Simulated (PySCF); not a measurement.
SMILES [CH3][Al]([CH3])[O][SiH](C)C (C4H13AlOSi), singlet, GFN2-xTB optimised geometry.

```
20

Si    -1.83    -0.06     0.00
C     -2.44     1.74     0.00
C     -2.43    -0.97    -1.55
O     -0.19    -0.06     0.00
Al     1.49    -0.02    -0.07
C      2.28     1.54    -1.03
C      2.44    -1.53     0.81
H     -2.24    -0.76     1.23
H     -2.11     2.28    -0.89
H     -3.52     1.79     0.03
H     -2.06     2.28     0.86
H     -2.05    -1.99    -1.59
H     -2.12    -0.47    -2.46
H     -3.52    -1.03    -1.57
H      3.37     1.55    -1.02
H      1.94     2.49    -0.60
H      1.97     1.56    -2.08
H      2.17    -1.60     1.87
H      3.52    -1.45     0.76
H      2.15    -2.49     0.37
```

Density from PBE0/def2-SVP run with PySCF at that geometry.

Minimum of the electron density along straight lines between bonded atoms, close to the bond critical point (lines longer than 1.1 times the sum of covalent radii, or with two minima, are not listed):

```
bond    length / Å  ρ at the minimum / e bohr⁻³  ∇²ρ there / e bohr⁻⁵  position (fraction from the first atom)
------  ----------  ---------------------------  --------------------  ---------------------------------------
Si1–C2       1.901                        0.112                  0.32                                     0.38
Si1–C3       1.901                        0.112                  0.32                                     0.38
Si1–O4       1.634                        0.124                  1.03                                     0.41
O4–Al5       1.686                            ?                  0.93                                     0.57
Al5–C6       1.995                        0.079                  0.29                                     0.40
Al5–C7       1.994                        0.079                  0.29                                     0.40
Si1–H8       1.471                        0.117                  0.32                                     0.49
C2–H9        1.087                        0.270                 -0.96                                     0.62
C2–H10       1.086                        0.271                 -0.96                                     0.62
C2–H11       1.086                        0.271                 -0.96                                     0.62
C3–H12       1.086                        0.271                 -0.96                                     0.62
C3–H13       1.087                        0.270                 -0.96                                     0.62
C3–H14       1.085                        0.271                 -0.96                                     0.62
C6–H15       1.092                        0.267                 -0.93                                     0.62
C6–H16       1.094                        0.264                 -0.91                                     0.62
C6–H17       1.094                        0.264                 -0.91                                     0.62
C7–H18       1.094                        0.264                 -0.91                                     0.62
C7–H19       1.092                        0.267                 -0.93                                     0.62
C7–H20       1.094                        0.264                 -0.91                                     0.62
```

Task: Complete the blanks.

Result: 
- O4–Al5, ρ at the minimum / e bohr⁻³: 0.097
